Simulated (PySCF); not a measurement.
PySCF input file for BrCdHSe, SMILES [SeH][Cd][Br], TDDFT-PBE0/def2-SVPD. Geometry: r2SCAN-D4/def2-SVP. The def2 effective core potentials stand for the cores of Cd; spin–orbit coupling is left out. The values are those of a single conformer.

```python
import numpy as np
from pyscf import gto, scf, dft, tdscf

mol = gto.M(
    atom='''
    Cd   -0.00901529    0.00865864    0.00000000
    Br    0.00649367    2.42798596   -0.00000000
    Se   -0.03621832   -2.43892627   -0.00000000
    H     1.43687827   -2.47163025   -0.00000000
    ''',
    basis='def2-SVPD',
    ecp={'Cd': 'def2-svp'},
    charge=0,
    spin=0,
    symmetry=True,
    max_memory=1600,
    verbose=4,
)
mf = dft.RKS(mol, xc='pbe0').density_fit(auxbasis='def2-universal-jkfit')
mf.grids.level = 3
mf.conv_tol = 1e-9
mf.max_cycle = 100
mf.kernel()
mf.grids = dft.Grids(mol).set(level=1).build(with_non0tab=True)  # coarser grid for the response kernel
td = tdscf.TDDFT(mf)
td.singlet = True
td.nstates = 10
td.conv_tol = 1e-4
td.positive_eig_threshold = 1e-6
td.kernel(x0=td.get_init_guess(mf, 15))
td.analyze()
tt = tdscf.TDA(mf)
tt.singlet = False
tt.nstates = 4
tt.conv_tol = 1e-4
tt.positive_eig_threshold = 1e-6
tt.kernel(x0=tt.get_init_guess(mf, 9))
tt.analyze(verbose=3)
```

Output:

```
PySCF version 2.14.0

[INPUT] verbose = 4
[INPUT] num. atoms = 4
[INPUT] num. electrons = 90
[INPUT] charge = 0
[INPUT] spin (= nelec alpha-beta = 2S) = 0
[INPUT] symmetry True subgroup None
[INPUT] Mole.unit = angstrom
[INPUT] Symbol           X                Y                Z      unit          X                Y                Z       unit  Magmom
[INPUT]  1 Cd    -0.009015290000   0.008658640000   0.000000000000 AA   -0.017036429034   0.016362458211   0.000000000000 Bohr   0.0
[INPUT]  2 Br     0.006493670000   2.427985960000   0.000000000000 AA    0.012271257843   4.588228498689   0.000000000000 Bohr   0.0
[INPUT]  3 Se    -0.036218320000  -2.438926270000   0.000000000000 AA   -0.068442705492  -4.608902688307   0.000000000000 Bohr   0.0
[INPUT]  4 H      1.436878270000  -2.471630250000   0.000000000000 AA    2.715306404639  -4.670704253690   0.000000000000 Bohr   0.0

nuclear repulsion = 449.025716680259
point group symmetry = Cs
symmetry origin: [-1.28117025e-09 -1.76160910e-09  0.00000000e+00]
symmetry axis x: [1.00000000e+00 4.55211299e-10 0.00000000e+00]
symmetry axis y: [-4.55211299e-10  1.00000000e+00  0.00000000e+00]
symmetry axis z: [0. 0. 1.]
num. orbitals of irrep A' = 85
num. orbitals of irrep A" = 39
number of shells = 46
number of NR pGTOs = 236
number of NR cGTOs = 124
basis = def2-SVPD
ecp = {'Cd': 'def2-svp'}


[settings echo left out]
init E= -5126.94997306413
HOMO (A") = -0.613748931368864  LUMO (A') = -0.548362541806634  gap/eV = 1.77925
cycle= 1 E= -5141.3773745587  delta_E= -14.4  |g|= 2.34  |ddm|= 5.97
HOMO (A") = 0.0397573895745129  LUMO (A') = 0.0658240818775737  gap/eV = 0.70931
cycle= 2 E= -5104.15359626829  delta_E= 37.2  |g|= 6.51  |ddm|= 33.8
HOMO (A") = -0.361551080397099  LUMO (A') = -0.272977248399713  gap/eV = 2.41022
cycle= 3 E= -5142.13794761281  delta_E=  -38  |g|= 1.58  |ddm|= 33.7
HOMO (A") = -0.214254338823161  LUMO (A') = -0.155080729677219  gap/eV = 1.61020
cycle= 4 E= -5142.34456047005  delta_E= -0.207  |g|= 1.36  |ddm|= 3.07
HOMO (A") = -0.274674656084589  LUMO (A') = -0.0947755488780389  gap/eV = 4.89530
cycle= 5 E= -5142.93170141458  delta_E= -0.587  |g|= 0.252  |ddm|=  2.3
HOMO (A") = -0.254740931091395  LUMO (A') = -0.0760314814185831  gap/eV = 4.86293
cycle= 6 E= -5142.93931712663  delta_E= -0.00762  |g|= 0.104  |ddm|= 0.342
HOMO (A") = -0.271681839935098  LUMO (A') = -0.0775142493719005  gap/eV = 5.28357
cycle= 7 E= -5142.9424750217  delta_E= -0.00316  |g|= 0.0346  |ddm|= 0.165
HOMO (A") = -0.267228644181766  LUMO (A') = -0.0743126391067476  gap/eV = 5.24951
cycle= 8 E= -5142.94268794227  delta_E= -0.000213  |g|= 0.0109  |ddm|= 0.0432
HOMO (A") = -0.26760927988559  LUMO (A') = -0.0739932092310585  gap/eV = 5.26856
cycle= 9 E= -5142.9427218771  delta_E= -3.39e-05  |g|= 0.00189  |ddm|= 0.0183
HOMO (A") = -0.267271254535562  LUMO (A') = -0.0738164803682724  gap/eV = 5.26417
cycle= 10 E= -5142.94272257975  delta_E= -7.03e-07  |g|= 0.000627  |ddm|= 0.00337
HOMO (A") = -0.267331951592175  LUMO (A') = -0.0738513582875991  gap/eV = 5.26488
cycle= 11 E= -5142.94272268578  delta_E= -1.06e-07  |g|= 0.000108  |ddm|= 0.000911
HOMO (A") = -0.267343603419947  LUMO (A') = -0.0738654346278585  gap/eV = 5.26481
cycle= 12 E= -5142.94272268884  delta_E= -3.06e-09  |g|= 2.82e-05  |ddm|= 0.000151
HOMO (A") = -0.267343314464244  LUMO (A') = -0.0738634607959128  gap/eV = 5.26485
cycle= 13 E= -5142.94272268906  delta_E= -2.2e-10  |g|= 6.83e-06  |ddm|= 4.09e-05
HOMO (A") = -0.267341867336758  LUMO (A') = -0.0738633966089552  gap/eV = 5.26482
Extra cycle  E= -5142.94272268908  delta_E= -1.27e-11  |g|= 6.81e-06  |ddm|= 1.73e-05
converged SCF energy = -5142.94272268908
tot grids = 25344
Overwritten attributes  positive_eig_threshold  of <class 'pyscf.tdscf.rks.TDDFT'>


******** <class 'pyscf.tdscf.rks.TDDFT'> for <class 'pyscf.df.df_jk.DFSymAdaptedRKS'> ********
nstates = 10 singlet
deg_eia_thresh = 1.000e-03
wfnsym = None
conv_tol = 0.0001
eigh lindep = 1e-12
eigh level_shift = 0
eigh max_cycle = 100


Excitation energies (eV)
[3.97761571 5.03830612 5.04659428 5.0726812  5.5022144  5.72085873
 6.19000033 6.19352001 6.50496118 6.52446379]

** Singlet excitation energies and oscillator strengths **
Excited State   1:   A"      3.97762 eV    311.70 nm  f=0.0129
      45 -> 46       -0.70502
Excited State   2:   A'      5.03831 eV    246.08 nm  f=0.0140
      44 -> 46       -0.70358
Excited State   3:   A"      5.04659 eV    245.68 nm  f=0.0000
      43 -> 46        0.13663
      45 -> 47        0.68550
Excited State   4:   A"      5.07268 eV    244.42 nm  f=0.0224
      43 -> 46       -0.69101
      45 -> 47        0.13604
Excited State   5:   A'      5.50221 eV    225.34 nm  f=0.0159
      42 -> 46       -0.37738
      45 -> 48        0.59271
Excited State   6:   A"      5.72086 eV    216.72 nm  f=0.0155
      45 -> 49       -0.69356
Excited State   7:   A'      6.19000 eV    200.30 nm  f=0.0841
      41 -> 46        0.14215
      42 -> 46       -0.25454
      44 -> 47       -0.59873
      45 -> 48       -0.18347
Excited State   8:   A"      6.19352 eV    200.18 nm  f=0.0000
      43 -> 47        0.70148
Excited State   9:   A'      6.50496 eV    190.60 nm  f=0.2648
      42 -> 46       -0.28841
      42 -> 47        0.41992
      42 -> 49       -0.10107
      43 -> 48       -0.38998
      44 -> 47        0.18554
      45 -> 48       -0.17458
Excited State  10:   A"      6.52446 eV    190.03 nm  f=0.0001
      44 -> 48       -0.70484

** Transition electric dipole moments (AU) **
state          X           Y           Z        Dip. S.      Osc.
  1        -0.0000     -0.0000     -0.3644      0.1328      0.0129
  2        -0.3329      0.0521      0.0000      0.1136      0.0140
  3        -0.0000     -0.0000      0.0131      0.0002      0.0000
  4        -0.0000      0.0000     -0.4249      0.1805      0.0224
  5        -0.0564     -0.3389     -0.0000      0.1180      0.0159
  6        -0.0000     -0.0000     -0.3324      0.1105      0.0155
  7         0.0418     -0.7433     -0.0000      0.5543      0.0841
  8         0.0000     -0.0000      0.0035      0.0000      0.0000
  9         0.0873     -1.2861     -0.0000      1.6616      0.2648
 10         0.0000     -0.0000      0.0189      0.0004      0.0001

WARN: ECP detected. Skipping calculation of transition velocity and magnetic dipole moments, which have not yet been implemented.

Overwritten attributes  positive_eig_threshold  of <class 'pyscf.tdscf.rks.TDA'>


******** <class 'pyscf.tdscf.rks.TDA'> for <class 'pyscf.df.df_jk.DFSymAdaptedRKS'> ********
nstates = 4 triplet
deg_eia_thresh = 1.000e-03
wfnsym = None
conv_tol = 0.0001
eigh lindep = 1e-12
eigh level_shift = 0
eigh max_cycle = 100


Excitation energies (eV)
[3.62607541 4.71125321 4.73845904 4.80286098]

** Triplet excitation energies and oscillator strengths **
Excited State   1:   A"      3.62608 eV    341.92 nm  f=0.0000
Excited State   2:   A'      4.71125 eV    263.17 nm  f=0.0000
Excited State   3:   A"      4.73846 eV    261.66 nm  f=0.0000
Excited State   4:   A'      4.80286 eV    258.15 nm  f=0.0000
```

The run converged.

Cost: roughly 3.0 core-minutes.
